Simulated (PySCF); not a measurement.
PySCF input file for C2H6N2OSi, SMILES [Si@H]1(COC=N1)N, TDDFT-PBE/def2-SVPD. Coordinates come from a B3LYP-D3(BJ)/def2-SVP optimisation. The structure was generated by enumeration; whether it is a known compound was not checked. Other conformers were not sampled.

```python
import numpy as np
from pyscf import gto, scf, dft, tdscf

mol = gto.M(
    atom='''
    N     2.12667022    0.20315446    0.64815246
    Si    0.72866909    0.39684118   -0.33792986
    C    -0.82489452    0.95409024    0.64497182
    O    -1.77513718   -0.11581865    0.41483725
    C    -1.26542972   -1.08008943   -0.39687655
    N    -0.09924956   -1.06374595   -0.89892654
    H     2.11862634   -0.43287976    1.44038494
    H     3.04889217    0.24127755    0.22522288
    H     1.13646748    1.28084541   -1.45906842
    H    -1.27905732    1.89361920    0.29256151
    H    -0.66448500    1.04387400    1.73154833
    H    -2.01071258   -1.87582803   -0.55148252
    ''',
    basis='def2-SVPD',
    charge=0,
    spin=0,
    max_memory=1600,
    verbose=4,
)
mf = dft.RKS(mol, xc='pbe').density_fit(auxbasis='def2-universal-jkfit')
mf.grids.level = 3
mf.conv_tol = 1e-9
mf.max_cycle = 100
mf.kernel()
mf.grids = dft.Grids(mol).set(level=1).build(with_non0tab=True)  # coarser grid for the response kernel
td = tdscf.TDDFT(mf)
td.singlet = True
td.nstates = 10
td.conv_tol = 1e-4
td.positive_eig_threshold = 1e-6
td.kernel(x0=td.get_init_guess(mf, 15))
td.analyze()
tt = tdscf.TDA(mf)
tt.singlet = False
tt.nstates = 4
tt.conv_tol = 1e-4
tt.positive_eig_threshold = 1e-6
tt.kernel(x0=tt.get_init_guess(mf, 9))
tt.analyze(verbose=3)
```

Output:

```
PySCF version 2.14.0

[INPUT] verbose = 4
[INPUT] num. atoms = 12
[INPUT] num. electrons = 54
[INPUT] charge = 0
[INPUT] spin (= nelec alpha-beta = 2S) = 0
[INPUT] symmetry False subgroup None
[INPUT] Mole.unit = angstrom
[INPUT] Symbol           X                Y                Z      unit          X                Y                Z       unit  Magmom
[INPUT]  1 N      2.126670220000   0.203154460000   0.648152460000 AA    4.018824273069   0.383906290384   1.224830636363 Bohr   0.0
[INPUT]  2 Si     0.728669090000   0.396841180000  -0.337929860000 AA    1.376985015536   0.749921145149  -0.638594884713 Bohr   0.0
[INPUT]  3 C     -0.824894520000   0.954090240000   0.644971820000 AA   -1.558824724455   1.802969251721   1.218820097862 Bohr   0.0
[INPUT]  4 O     -1.775137180000  -0.115818650000   0.414837250000 AA   -3.354523103733  -0.218865528617   0.783928788768 Bohr   0.0
[INPUT]  5 C     -1.265429720000  -1.080089430000  -0.396876550000 AA   -2.391315600685  -2.041073212738  -0.749987984762 Bohr   0.0
[INPUT]  6 N     -0.099249560000  -1.063745950000  -0.898926540000 AA   -0.187554486384  -2.010188511615  -1.698724966703 Bohr   0.0
[INPUT]  7 H      2.118626340000  -0.432879760000   1.440384940000 AA    4.003623542890  -0.818024191267   2.721933050548 Bohr   0.0
[INPUT]  8 H      3.048892170000   0.241277550000   0.225222880000 AA    5.761571184631   0.455948489506   0.425609560186 Bohr   0.0
[INPUT]  9 H      1.136467480000   1.280845410000  -1.459068420000 AA    2.147612286675   2.420447032806  -2.757239710802 Bohr   0.0
[INPUT] 10 H     -1.279057320000   1.893619200000   0.292561510000 AA   -2.417068032420   3.578421672218   0.552861128489 Bohr   0.0
[INPUT] 11 H     -0.664485000000   1.043874000000   1.731548330000 AA   -1.255694663882   1.972635968554   3.272152115148 Bohr   0.0
[INPUT] 12 H     -2.010712580000  -1.875828030000  -0.551482520000 AA   -3.799696091418  -3.544801233482  -1.042150925285 Bohr   0.0

nuclear repulsion = 301.834114997651
number of shells = 75
number of NR pGTOs = 255
number of NR cGTOs = 175
basis = def2-SVPD
ecp = {}


******** <class 'pyscf.df.df_jk.DFRKS'> ********
method = DFRKS
initial guess = minao
damping factor = 0
level_shift factor = 0
DIIS = <class 'pyscf.scf.diis.CDIIS'>
diis_start_cycle = 1
diis_space = 8
diis_damp = 0
SCF conv_tol = 1e-09
SCF conv_tol_grad = None
SCF max_cycles = 100
direct_scf = False
XC library pyscf.dft.libxc version 7.1.2
    S. Lehtola, C. Steigemann, M. J. T. Oliveira, and M. A. L. Marques,  SoftwareX 7, 1–5 (2018)
XC functionals = pbe
    J. P. Perdew, K. Burke, and M. Ernzerhof,  Phys. Rev. Lett. 77, 3865 (1996)
    J. P. Perdew, K. Burke, and M. Ernzerhof,  Phys. Rev. Lett. 78, 1396 (1997)
    J. P. Perdew, K. Burke, and M. Ernzerhof,  Phys. Rev. Lett. 77, 3865 (1996)
    J. P. Perdew, K. Burke, and M. Ernzerhof,  Phys. Rev. Lett. 78, 1396 (1997)
radial grids:
    Treutler-Ahlrichs [JCP 102, 346 (1995); DOI:10.1063/1.469408] (M4) radial grids

becke partition: Becke, JCP 88, 2547 (1988); DOI:10.1063/1.454033
pruning grids: <function nwchem_prune>
grids dens level: 3
symmetrized grids: False
atomic radii adjust function: <function treutler_atomic_radii_adjust>
small_rho_cutoff = 0
Set gradient conv threshold to 3.16228e-05
Initial guess from minao.
tot grids = 148152
init E= -553.914636888867
  HOMO = -0.308931694332115  LUMO = -0.0909130102430562  gap/eV = 5.93259
cycle= 1 E= -553.225915388055  delta_E= 0.689  |g|= 0.776  |ddm|= 5.01
  HOMO = -0.113840287713752  LUMO = -0.00564243660944497  gap/eV = 2.94421
cycle= 2 E= -552.842806976575  delta_E= 0.383  |g|= 1.51  |ddm|= 4.86
  HOMO = -0.223770631628629  LUMO = -0.0345761252636767  gap/eV = 5.14824
cycle= 3 E= -553.348823314505  delta_E= -0.506  |g|= 0.182  |ddm|= 3.66
  HOMO = -0.219113872516967  LUMO = -0.0433678502646306  gap/eV = 4.78229
cycle= 4 E= -553.353265273022  delta_E= -0.00444  |g|= 0.135  |ddm|= 0.342
  HOMO = -0.223523583875908  LUMO = -0.043710853608983  gap/eV = 4.89295
cycle= 5 E= -553.357036274027  delta_E= -0.00377  |g|= 0.0388  |ddm|= 0.179
  HOMO = -0.220941377655544  LUMO = -0.0413812440505357  gap/eV = 4.88608
cycle= 6 E= -553.35734918988  delta_E= -0.000313  |g|= 0.00879  |ddm|= 0.0682
  HOMO = -0.221427240469734  LUMO = -0.0418809368629121  gap/eV = 4.88570
cycle= 7 E= -553.357368511137  delta_E= -1.93e-05  |g|= 0.00162  |ddm|= 0.0143
  HOMO = -0.221377436525632  LUMO = -0.041834332546415  gap/eV = 4.88562
cycle= 8 E= -553.357369042356  delta_E= -5.31e-07  |g|= 0.000696  |ddm|= 0.00293
  HOMO = -0.221375619591073  LUMO = -0.0418104644714119  gap/eV = 4.88622
cycle= 9 E= -553.357369145007  delta_E= -1.03e-07  |g|= 0.000211  |ddm|= 0.00117
  HOMO = -0.221388935972603  LUMO = -0.0418263753953672  gap/eV = 4.88615
cycle= 10 E= -553.357369155684  delta_E= -1.07e-08  |g|= 3.94e-05  |ddm|= 0.000342
  HOMO = -0.221389160786997  LUMO = -0.0418266183508038  gap/eV = 4.88615
cycle= 11 E= -553.357369156038  delta_E= -3.54e-10  |g|= 1.62e-05  |ddm|= 7.88e-05
  HOMO = -0.221386855456804  LUMO = -0.0418249247700078  gap/eV = 4.88613
Extra cycle  E= -553.357369155899  delta_E= 1.38e-10  |g|= 2.92e-05  |ddm|= 8.28e-05
converged SCF energy = -553.357369155899
tot grids = 47024
Overwritten attributes  positive_eig_threshold  of <class 'pyscf.tdscf.rks.CasidaTDDFT'>


******** <class 'pyscf.tdscf.rks.CasidaTDDFT'> for <class 'pyscf.df.df_jk.DFRKS'> ********
nstates = 10 singlet
deg_eia_thresh = 1.000e-03
wfnsym = None
conv_tol = 0.0001
eigh lindep = 1e-12
eigh level_shift = 0
eigh max_cycle = 100


Excitation energies (eV)
[5.00658268 5.55791897 5.91521309 6.1077911  6.27078505 6.42102713
 6.44700021 6.54713643 6.6723222  6.76076752]

** Singlet excitation energies and oscillator strengths **
Excited State   1:      5.00658 eV    247.64 nm  f=0.0039
      27 -> 28       -0.70120
Excited State   2:      5.55792 eV    223.08 nm  f=0.0211
      25 -> 28        0.41685
      26 -> 28       -0.55759
Excited State   3:      5.91521 eV    209.60 nm  f=0.0159
      25 -> 28        0.12623
      26 -> 28        0.18591
      27 -> 29        0.66317
Excited State   4:      6.10779 eV    202.99 nm  f=0.0583
      25 -> 28        0.46486
      25 -> 29       -0.11102
      26 -> 28        0.27849
      26 -> 29       -0.30401
      27 -> 29       -0.21494
      27 -> 30        0.12780
Excited State   5:      6.27079 eV    197.72 nm  f=0.0134
      26 -> 29        0.18825
      27 -> 30        0.65983
      27 -> 31       -0.13324
Excited State   6:      6.42103 eV    193.09 nm  f=0.0108
      24 -> 28       -0.10489
      25 -> 28       -0.15478
      25 -> 29        0.13093
      26 -> 28       -0.14552
      26 -> 29       -0.51615
      26 -> 30       -0.23035
      27 -> 31       -0.30170
Excited State   7:      6.44700 eV    192.31 nm  f=0.0206
      26 -> 29        0.22693
      26 -> 30        0.17132
      27 -> 30       -0.16106
      27 -> 31       -0.59547
Excited State   8:      6.54714 eV    189.37 nm  f=0.0085
      24 -> 28        0.67368
      25 -> 29        0.14516
Excited State   9:      6.67232 eV    185.82 nm  f=0.0119
      25 -> 29       -0.58968
      26 -> 30       -0.35538
Excited State  10:      6.76077 eV    183.39 nm  f=0.0089
      25 -> 28        0.11198
      25 -> 29        0.23880
      26 -> 29        0.16495
      26 -> 30       -0.42299
      26 -> 31        0.39600
      27 -> 32       -0.10063

** Transition electric dipole moments (AU) **
state          X           Y           Z        Dip. S.      Osc.
  1         0.0624      0.1612     -0.0388      0.0314      0.0039
  2        -0.3590     -0.1487     -0.0607      0.1547      0.0211
  3         0.0794      0.2412      0.2132      0.1099      0.0159
  4         0.5774     -0.1064     -0.2121      0.3897      0.0583
  5        -0.2402      0.1077      0.1328      0.0869      0.0134
  6        -0.1683      0.0439      0.1953      0.0684      0.0108
  7        -0.2617     -0.1847     -0.1659      0.1301      0.0206
  8        -0.2041      0.0513     -0.0917      0.0527      0.0085
  9         0.0550     -0.2557      0.0661      0.0728      0.0119
 10         0.0305     -0.1146     -0.1993      0.0538      0.0089

** Transition velocity dipole moments (imaginary part, AU) **
state          X           Y           Z        Dip. S.      Osc.
  1         0.0083      0.0313     -0.0109      0.0012      0.0042
  2        -0.0726     -0.0294     -0.0140      0.0063      0.0207
  3         0.0193      0.0556      0.0514      0.0061      0.0187
  4         0.1275     -0.0250     -0.0461      0.0190      0.0565
  5        -0.0592      0.0286      0.0299      0.0052      0.0151
  6        -0.0411      0.0109      0.0478      0.0041      0.0116
  7        -0.0665     -0.0501     -0.0358      0.0082      0.0231
  8        -0.0523      0.0154     -0.0264      0.0037      0.0102
  9         0.0158     -0.0678      0.0161      0.0051      0.0139
 10         0.0076     -0.0317     -0.0486      0.0034      0.0092

** Transition magnetic dipole moments (imaginary part, AU) **
state          X           Y           Z
  1        -0.3690      0.1481      0.0016
  2        -0.3245     -0.4420      0.4612
  3         0.3164      0.4185     -0.5658
  4        -0.6694      0.4223     -0.4999
  5        -0.2102     -0.2693      0.1742
  6         0.2083     -0.2107      0.1611
  7        -0.1890     -0.1437     -0.3240
  8         0.1280      0.5267      0.1644
  9         0.1873     -0.2171      0.6358
 10        -0.3525      0.0569     -0.7096
Overwritten attributes  positive_eig_threshold  of <class 'pyscf.tdscf.rks.TDA'>


******** <class 'pyscf.tdscf.rks.TDA'> for <class 'pyscf.df.df_jk.DFRKS'> ********
nstates = 4 triplet
deg_eia_thresh = 1.000e-03
wfnsym = None
conv_tol = 0.0001
eigh lindep = 1e-12
eigh level_shift = 0
eigh max_cycle = 100


Excitation energies (eV)
[4.66804086 4.85229924 5.38646562 5.77986231]

** Triplet excitation energies and oscillator strengths **
Excited State   1:      4.66804 eV    265.60 nm  f=0.0000
Excited State   2:      4.85230 eV    255.52 nm  f=0.0000
Excited State   3:      5.38647 eV    230.18 nm  f=0.0000
Excited State   4:      5.77986 eV    214.51 nm  f=0.0000
```

Self-consistency was reached.
